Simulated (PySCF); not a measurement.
Compound: methyl 3-methylvalerate, C7H14O2.
Geometry (PBE0-D3(BJ)/def2-SVP, Å), atoms numbered from 1 in this order:
```
atom  x, y, z in Å
C1    -2.8527    0.7964    0.6051
C2    -2.2364   -0.4857    0.0670
C3    -0.8334   -0.3402   -0.5278
C4    -0.3938   -1.6349   -1.2022
C5     0.1805    0.1028    0.5217
C6     1.5193    0.4866   -0.0493
O7     1.7290    0.8204   -1.1869
O8     2.4763    0.4490    0.8871
C9     3.7687    0.8500    0.4697
H10   -2.8994    1.5733   -0.1750
H11   -2.2851    1.2125    1.4521
H12   -3.8791    0.6229    0.9623
H13   -2.2106   -1.2527    0.8628
H14   -2.8943   -0.8960   -0.7178
H15   -0.8640    0.4506   -1.2984
H16    0.5918   -1.5240   -1.6766
H17   -1.1085   -1.9329   -1.9847
H18   -0.3371   -2.4598   -0.4720
H19    0.3312   -0.6688    1.2943
H20   -0.1783    0.9970    1.0601
H21    4.4190    0.7635    1.3481
H22    4.1362    0.2039   -0.3412
H23    3.7600    1.8880    0.1046
```

Theory: PBE0-D3(BJ)/def2-SVP geometry optimisation, gas phase in PySCF.

Masses are those of the commonest isotopes; rigid-rotor values at the optimised geometry. The values belong to one conformer with, in the numbering `[CH3:1][CH2:2][C@H:3]([CH3:4])[CH2:5][C:6](=[O:7])[O:8][CH3:9]`, C1–C2–C3–C4 -172°, C2–C3–C5–C6 -170°, C3–C5–C6–O7 22°, C5–C6–O8–C9 -177°.

Problem. Give the principal moments of inertia and the rotational constants in MHz.

Solution. Ia = 160.47, Ib = 647.32, Ic = 716.76 u·Å²; 505379 MHz·u·Å²/I gives A = 3149, B = 780.7, C = 705.1 MHz.

Problem. What kind of rotor is it?

Solution. A near-prolate asymmetric top. Ray's parameter κ = (2B − A − C)/(A − C) = -0.938; −1 is the prolate and +1 the oblate limit.

Problem. What does the inertial defect say?

Solution. Not planar: Δ = Ic − Ia − Ib = -91.03 u·Å². For a rigid frame Δ = −2 Σ m c², so Σ m c² = 45.51 u·Å² lies off the ab plane: 11.58 from hydrogen and 33.93 from heavier atoms. The atom farthest from that plane is 1.52 Å away.

Problem. Give the other two planar moments, Paa and Pbb, and the rms extents of the mass along the axes.

Solution. Paa = Σ m a² = (Ib + Ic − Ia)/2 = 601.80 and Pbb = Σ m b² = (Ia + Ic − Ib)/2 = 114.96 u·Å². With the mass M = 130.10 u, the rms extents √(P/M) along a, b and c are 2.15, 0.94, 0.59 Å.

Problem. List the rotational levels J(Ka,Kc) to J = 4 (MHz).

Solution. Above 0(0,0):
J = 1: 1(0,1) 1486, 1(1,1) 3854, 1(1,0) 3930
J = 2: 2(0,2) 4456, 2(1,2) 6750, 2(1,1) 6977, 2(2,1) 14083, 2(2,0) 14085
J = 3: 3(0,3) 8906, 3(1,3) 11093, 3(1,2) 11547, 3(2,2) 18541, 3(2,1) 18550, 3(3,1) 30574, 3(3,0) 30574
J = 4: 4(0,4) 14831, 4(1,4) 16882, 4(1,3) 17638, 4(2,3) 24483, 4(2,2) 24509, 4(3,2) 36521, 4(3,1) 36521, 4(4,1) 53363, 4(4,0) 53363

Problem. Which types of transition are allowed, and where do some lines up to J = 4 fall?

Solution. The dipole components are |μa| = 0.21 D, |μb| = 0.94 D, |μc| = 1.18 D. The squared components, which scale the intensities, stand as 0.03 : 0.64 : 1.00 (a : b : c). Some lines, for components of 0.1 D or more:

```tsv
type	branch	J(Ka,Kc)	MHz	lower level (cm⁻¹)
c	Q	3(1,3) ← 3(0,3)	2187	0.297
c	Q	2(1,2) ← 2(0,2)	2295	0.149
b	R	4(0,4) ← 3(1,3)	3738	0.370
a	R	3(2,1) ← 2(2,0)	4465	0.470
b	R	2(1,2) ← 1(0,1)	5265	0.050
a	R	4(1,4) ← 3(1,3)	5788	0.370
a	R	4(2,3) ← 3(2,2)	5942	0.618
a	R	4(2,2) ← 3(2,1)	5960	0.619
b	R	3(1,3) ← 2(0,2)	6638	0.149
b	Q	3(2,2) ← 3(1,3)	7447	0.370
c	R	2(2,1) ← 1(1,1)	10229	0.129
c	R	3(2,1) ← 2(1,1)	11572	0.233
b	R	3(3,1) ← 2(2,0)	16489	0.470
c	R	3(3,1) ← 2(2,1)	16491	0.470
b	R	4(3,2) ← 3(2,1)	17971	0.619
c	R	4(3,1) ← 3(2,1)	17971	0.619
c	R	4(3,2) ← 3(2,2)	17980	0.618
b	R	4(3,1) ← 3(2,2)	17980	0.618
b	R	4(4,1) ← 3(3,0)	22789	1.020
```

No frequency check. These are rigid-rotor constants of the computed structure; measured ground-state constants (B0) also hold zero-point vibration. A rigid rotor knows nothing of internal rotation, which can split or shift real lines.
